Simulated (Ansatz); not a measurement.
The cluster Al3Sb3⁺. Charge 1, multiplicity 2. Geometry PBE0-D4/def2-SVP.

Cartesian coordinates in Å:
```
Al -3.103 -1.067 1.757
Al 1.236 -0.683 -0.592
Al 0.705 1.937 -0.739
Sb -0.251 -1.664 1.289
Sb 2.851 0.987 -1.659
Sb -1.438 0.489 -0.058
```

In the def2 sets Sb takes a core potential; there is no spin–orbit coupling. Another isomer (doublet) lies 0.46 eV lower at PBE0-D4/def2-TZVP; other spin states weren't run for this one.

(1) Estimate the α-spin orbital energies around the gap (eV) in Ansatz with PBE-D4/def2-TZVP, BLYP-D4/def2-TZVP, r2SCAN-D4/def2-TZVP, B97M-V/def2-TZVP, PBE0-D4/def2-TZVP.

Answers

(1) 
```
orbital  PBE-D4/def2-TZVP  BLYP-D4/def2-TZVP  r2SCAN-D4/def2-TZVP  B97M-V/def2-TZVP  PBE0-D4/def2-TZVP
 HOMO−5            -10.59             -10.33               -10.86            -10.70             -11.45
 HOMO−4            -10.30             -10.00               -10.61            -10.37             -11.20
 HOMO−3             -9.90              -9.64               -10.13            -10.01             -10.70
 HOMO−2             -9.65              -9.44                -9.82             -9.72             -10.40
 HOMO−1             -8.81              -8.55                -9.08             -8.86              -9.57
   HOMO             -8.70              -8.45                -8.91             -8.72              -9.39
   LUMO             -7.80              -7.57                -7.93             -7.69              -7.35
 LUMO+1             -7.13              -6.91                -7.09             -6.91              -6.54
 LUMO+2             -6.48              -6.26                -6.42             -6.29              -5.87
 LUMO+3             -6.37              -6.16                -6.25             -6.12              -5.72
 LUMO+4             -6.00              -5.77                -5.89             -5.80              -5.37
 LUMO+5             -5.69              -5.49                -5.57             -5.45              -4.97
 β HOMO             -8.71              -8.47                -8.90             -8.72              -9.42
 β LUMO             -8.27              -8.11                -8.19             -8.12              -7.68
```
